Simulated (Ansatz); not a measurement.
`C[SiH](O)P` + H–F → `C[SiH](F)P` + H₂O  (ligand exchange at the Si–O bond)

Isolated molecules relaxed with PBE0-D4/def2-TZVP in Ansatz; ΔE leaves out vibrations. CBS: MP2 limit from def2 TZ/QZ plus the TZ coupled-cluster correction, frozen cores. This one scheme is used for every species. Functionals use def2-TZVPP. B3LYP here is the variant with VWN-RPA as its local correlation; programs differ in this. One conformer a species, not always the lowest.

```tsv
level	ΔE (kcal/mol)	difference from CCSD(T)/CBS
PBE-D4	-10.0	0.4
r2SCAN-D4	-10.8	-0.4
PBE0-D4	-9.9	0.5
B3LYP-D4	-10.7	-0.3
ωB97X-V	-10.9	-0.5
ωB97M-V	-10.7	-0.3
B2PLYP	-11.0	-0.6
PBE	-10.6	-0.2
r2SCAN	-10.9	-0.5
PBE0	-10.4	0.0
B3LYP	-11.6	-1.2
HF/def2-TZVPP	-12.2	-1.8
MP2/def2-TZVPP	-9.5	0.9
SCS-MP2/def2-TZVPP	-10.2	0.2
CCSD/def2-TZVPP	-10.4	0.0
CCSD(T)/def2-TZVPP	-10.1	0.3
HF/def2-QZVPP	-12.5	-2.1
MP2/def2-QZVPP	-9.8	0.6
SCS-MP2/def2-QZVPP	-10.5	-0.1
HF/CBS(def2)	-12.6	-2.2
MP2/CBS(def2)	-9.9	0.5
CCSD/CBS(def2)	-10.8	-0.4
CCSD(T)/CBS	-10.4	0
```

Largest T1 diagnostic among the species: 0.012.

In def2-TZVPP, CCSD(T) changes the Hartree–Fock value by +2.1 kcal/mol (the triples alone add +0.4 kcal/mol) and MP2 by +2.7 kcal/mol. The D4 term adds +0.9 kcal/mol with B3LYP and +0.5 kcal/mol with PBE0; it sums over pairs of atoms, weighted by their polarisabilities, and B3LYP, whose exchange is more repulsive, gets the larger term.
